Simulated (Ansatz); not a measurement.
`[F][GeH2][SH]` + H₂ → `[SH][GeH3]` + H–F at 298.15 K and 1 bar (hydrogenolysis of a Ge–F bond).

Gas-phase electronic energies from Ansatz, PBE0-D4/def2-TZVP geometries. CCSD(T)/CBS is the MP2 limit (def2-TZVPP, def2-QZVPP) plus CCSD(T) − MP2 in def2-TZVPP, frozen cores. This one scheme is used for every species. For Ge outer-core shells are correlated without core-valence functions, which leaves a few kJ/mol of doubt a bond. Scalar relativity is left out up to krypton. Each species was taken in one conformer, which may not be the lowest.

```
        species  CCSD(T)/CBS energy (Eh)  H − E (kJ/mol)  S (J/(mol·K))
`[F][GeH2][SH]`              -2575.53651            88.3          306.6
             H₂                 -1.17544            35.1          130.4
   `[SH][GeH3]`              -2476.30083            99.2          286.9
            H–F               -100.39570            33.5          173.6
```

H − E and S are ideal-gas, rigid-rotor, harmonic terms from PBE0-D4/def2-TZVP, for one conformer and one mirror image of each species. The MP2-based limit puts H₂ 0.8 mEh under its directly extrapolated value; such offsets cancel only in part. 1 Eh = 2625.50 kJ/mol, R = 8.31446 J/(mol·K).

Question: By hand: ΔE, ΔH, ΔS and ΔG.

Answer: ΔE = (-2476.30083) + (-100.39570) − (-2575.53651) − (-1.17544) = 0.01542 Eh = 40.5 kJ/mol. Δ(H − E) = 99.2 + 33.5 − 88.3 − 35.1 = 9.3, so ΔH = 49.8 kJ/mol. ΔS = 286.9 + 173.6 − 306.6 − 130.4 = 23.5 J/(mol·K). ΔG = 49.8 − 298.15 × (23.5)/1000 = 42.8 kJ/mol.

Question: By hand: the equilibrium constant, and the temperature at which ΔG would vanish if ΔH and ΔS stayed fixed.

Answer: log₁₀ K = −ΔG/(RT ln 10) = -7.5. ΔG = 0 at ΔH/ΔS = 2119 K.

ΔH outweighs TΔS. A doubt of 5 kJ/mol in ΔE shifts log₁₀ K by 0.9 here. Other conformers and mirror images would add mixing entropy, several J/(mol·K) or more a flexible species. These are equilibria of isolated gas molecules and say nothing of rates. Largest T1 diagnostic: 0.012 (customary marks: 0.02 for closed shells, 0.045 for open ones).
